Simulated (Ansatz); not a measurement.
Program: Ansatz. Geometries: PBE0-D4/def2-TZVP. ΔE: electronic, gas phase. CCSD(T)/CBS adds triple-zeta CCSD(T) − MP2 to the extrapolated MP2 energy (def2 sets, frozen cores). This one scheme is used for every species. Functionals use def2-TZVPP. Each species was taken in one conformer, which may not be the lowest.

`C[SiH2][SiH](Cl)Cl` + `C=C[SiH2]S` → `C=C[SiH2]S[SiH](Cl)Cl` + `C[SiH3]`  (cleavage of the Si–Si bond)

```json
{"level": "PBE-D4", "ΔE (kJ/mol)": "-60.8"}
{"level": "ωB97X-V", "ΔE (kJ/mol)": "-67.1"}
{"level": "CCSD/def2-TZVPP", "ΔE (kJ/mol)": "-65.6"}
{"level": "CCSD(T)/def2-TZVPP", "ΔE (kJ/mol)": "-68.3"}
{"level": "HF/def2-QZVPP", "ΔE (kJ/mol)": "-61.8"}
{"level": "HF/CBS(def2)", "ΔE (kJ/mol)": "-61.8"}
{"level": "MP2/CBS(def2)", "ΔE (kJ/mol)": "-83.4"}
{"level": "CCSD/CBS(def2)", "ΔE (kJ/mol)": "-67.7"}
```

Task: What does CCSD(T)/CBS give? (Estimate.)

Result: Ansatz gave: -70.4 kJ/mol. The listed levels differ from it by 9.6, 3.3, 4.8, 2.1, 8.6, 8.6, -13.0, 2.7 kJ/mol.

Largest T1 diagnostic among the species: 0.011.

In def2-TZVPP, CCSD(T) changes the Hartree–Fock value by −6.4 kJ/mol (the triples alone add −2.8 kJ/mol) and MP2 by −19.3 kJ/mol. The D4 term adds −14.0 kJ/mol with B3LYP and −8.0 kJ/mol with PBE0; it sums over pairs of atoms, weighted by their polarisabilities, and B3LYP, whose exchange is more repulsive, gets the larger term. From PBE to PBE0 (25 % exact exchange), in def2-TZVPP and without D4, ΔE moves by −4.3 kJ/mol.

B3LYP here is the variant with VWN-RPA as its local correlation; programs differ in this.
